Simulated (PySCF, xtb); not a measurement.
B(H)(vinyl)(NH2) (C₂H₆BN), SMILES C=CBN. One conformer was computed; it need not be the lowest.

Harmonic wavenumbers (cm⁻¹) from GFN2-xTB (xtb) at its own minimum, in rising order: 105, 220, 367, 529, 608, 643, 800, 819, 907, 923, 1019, 1045, 1092, 1296, 1374, 1430, 1542, 1667, 2606, 3015, 3066, 3079, 3479, 3518.

Question: What does ωB97X-D3(BJ)/def2-SVP in PySCF 2.14.0 give at its own minimum? (An estimate is asked for; the answer gives what the named calculation found.)

Answer: 137, 228, 402, 561, 585, 699, 817, 918, 947, 1000, 1038, 1067, 1148, 1302, 1390, 1452, 1613, 1720, 2597, 3142, 3168, 3234, 3631, 3737. Paired by order, the mean absolute difference is 60 cm⁻¹ and the zero-point energies are 50.2 and 52.2 kcal/mol.
